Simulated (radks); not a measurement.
The numbers below are computed, except where a source is named.
The silicon ion Si+, configuration [Ne] 3s2 3p1.

Level of theory: Dirac Kohn-Sham, PBE, spin-unpolarised, spherical densities, point nucleus; open shells are shared between the two j in proportion to 2j + 1; speed of light set to 171.295 atomic units (1.25 times the physical value, a model run) (a radial shooting solver on a logarithmic mesh with Libxc functionals).

Energy parts (eV):
part                      energy
total                  -7872.893
kinetic                 7883.808
electron-nucleus      -18670.503
Hartree                 3468.897
exchange-correlation    -555.095

Orbitals (lengths in bohr, moments of r in powers of bohr):
orbital      occ.  eigenvalue (eV)      <r^4>   <1/r>     <r>  small-component weight
1s1/2           2        -1793.823  0.0007230   13.61  0.1114                1.57e-03
2s1/2           2        -148.7563     0.2764   2.577  0.5684                2.23e-04
2p1/2           2        -105.3551     0.2948   2.466  0.5364                2.09e-04
2p3/2           4        -104.9412     0.2976   2.458  0.5378                2.08e-04
3s1/2           2         -19.0161      39.21  0.6586   2.059                2.99e-05
3p1/2    0.333333         -11.6773      86.80  0.5442   2.455                2.20e-05
3p3/2    0.666667         -11.6510      87.34  0.5432   2.459                2.19e-05

The highest occupied level is 3p3/2 at -11.651 eV. The density falls to 0.001 e/bohr^3 at r = 3.93 bohr.
